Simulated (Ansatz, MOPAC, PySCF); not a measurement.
Complex: GeH4 (SMILES [GeH4]) (first 5 atoms) with CH5N (SMILES CN); geometry from B3LYP-D3(BJ)/def2-TZVP.
(charge 0, multiplicity 1):
```tsv
atom	x (Å)	y (Å)	z (Å)
Ge	0.1056	0.2676	0.4932
H	0.5397	1.7002	0.8242
H	-1.3136	-0.0119	1.0041
H	1.0990	-0.7557	1.0585
H	0.0934	0.1152	-1.0462
C	-0.3100	-0.9255	4.0728
N	0.0805	0.4239	3.6679
H	0.4138	-1.6402	3.6782
H	-1.2767	-1.1661	3.6280
H	-0.3855	-1.0801	5.1567
H	0.9856	0.6709	4.0493
H	-0.5833	1.1111	4.0038
```

Monomers are frozen at their geometry in the pair; levels with a basis set take the counterpoise correction. Rows marked so take none.

Rows in 6-31G* carry no dispersion term and start afresh at each structure (6-31G* with six Cartesian d functions); the Pople sets are all-electron and without relativity. The state that PM7 reach isn't checked; PM7 holds dispersion and hydrogen-bond terms.

Codes used: Ansatz (Gaussian basis) for Hartree–Fock, density functionals and correlated methods; MOPAC for PM7 (differences of heats of formation); PySCF for 6-31G* rows, M06-2X. Values without a source in brackets are computed.

Problem. One of these levels gives -77.2 meV for the interaction energy. Which?
A. BP86/6-31G* (no counterpoise)
B. PM7
C. M06-2X/def2-TZVPPD
D. PBE/def2-TZVPPD

Solution. A, BP86/6-31G* (no counterpoise). The others give -124.2 (PM7), -58.0 (PBE/def2-TZVPPD), -149.5 (M06-2X/def2-TZVPPD)

Ansatz is an electronic-structure program.
